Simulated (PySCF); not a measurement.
C₇H₁₅OP.
Atom-mapped SMILES: `[CH3:1][CH2:2][C@@H:3]1[CH2:4][CH2:5][C@H:6]([CH3:7])[P@H:8]1=[O:9]`

Structure used (GFN2-xTB), in Å, numbered top down from 1:
```xyz
24
C7H15OP angstrom
C     -2.846    0.753   -0.863
C     -2.044    0.292    0.346
C     -0.849   -0.546   -0.089
C      0.045   -1.013    1.058
C      1.398   -1.383    0.452
C      1.867   -0.211   -0.416
C      2.551    0.890    0.383
P      0.299    0.365   -1.213
O      0.176    0.112   -2.650
H     -3.655    1.416   -0.564
H     -3.272   -0.101   -1.385
H     -2.195    1.282   -1.559
H     -2.678   -0.295    1.016
H     -1.689    1.164    0.903
H     -1.196   -1.411   -0.670
H     -0.396   -1.859    1.587
H      0.172   -0.200    1.777
H      1.271   -2.267   -0.178
H      2.131   -1.618    1.226
H      2.538   -0.560   -1.208
H      2.804    1.725   -0.269
H      1.901    1.259    1.173
H      3.468    0.516    0.835
H      0.187    1.712   -0.852
```

Probes without a nucleus sit at each ring's centroid and 1 Å off its mean plane on both sides; NICS is minus the shielding there, NICSzz its component along the normal. Level: GIAO PBE0/pcSseg-1 (PySCF, non-relativistic, gas phase) on the GFN2-xTB geometry, one conformer.

Ring bond lengths (Å), with Mayer bond orders in brackets: C3–C4 1.527 (0.98), C4–C5 1.528 (1.02), C5–C6 1.533 (1.01), C6–P8 1.851 (0.86), P8–C3 1.847 (0.86).

Question: Give the NICS values of each ring in ppm.

Answer: 
```tsv
ring	type	NICS(0)	NICS(1), two faces	NICS(1)zz, two faces	rms pucker (Å)	centre to ring atoms, mean (Å)
C3–C4–C5–C6–P8	5-membered ring with P; formal bonds all single	-4.9	-4.8 / -2.9	-2.2 / -0.3	0.20	1.38
```

Question: What can be read from them?

Answer: 
- C3–C4–C5–C6–P8: mean NICS(1)zz -1.3 ppm, near zero. C3, C4, C5, C6, P8 have four or more neighbours, and the NICS criterion for π rings isn't applied.

Question: List the ring angles and the Hirshfeld charges of the ring atoms.

Answer: 
- C3–C4–C5–C6–P8: C3 104.1° (-0.066 e), C4 107.1° (-0.071 e), C5 108.1° (-0.069 e), C6 102.9° (-0.066 e), P8 96.4° (+0.407 e); sum 518.6° against 540° for a flat convex ring.

Question: What are the shieldings of the ring atoms and their hydrogens in the same run (means over atoms taken as equivalent)?

Answer: 
```json
{"atoms": "C3", "environment": "sp3 carbon bound to phosphorus", "σ isotropic (ppm)": "136.2"}
{"atoms": "C4", "environment": "ring CH2 carbon", "σ isotropic (ppm)": "154.0"}
{"atoms": "C5", "environment": "ring CH2 carbon", "σ isotropic (ppm)": "152.1"}
{"atoms": "C6", "environment": "sp3 carbon bound to phosphorus", "σ isotropic (ppm)": "149.1"}
{"atoms": "P8", "environment": "phosphoryl phosphorus", "σ isotropic (ppm)": "270.2"}
{"atoms": "H15", "environment": "methine hydrogen", "σ isotropic (ppm)": "30.07"}
{"atoms": "H16", "environment": "methylene hydrogen", "σ isotropic (ppm)": "29.81"}
{"atoms": "H17", "environment": "methylene hydrogen", "σ isotropic (ppm)": "30.57"}
{"atoms": "H18", "environment": "methylene hydrogen", "σ isotropic (ppm)": "29.54"}
{"atoms": "H19", "environment": "methylene hydrogen", "σ isotropic (ppm)": "30.27"}
{"atoms": "H20", "environment": "methine hydrogen", "σ isotropic (ppm)": "29.79"}
{"atoms": "H24", "environment": "P–H hydrogen", "σ isotropic (ppm)": "24.77"}
```
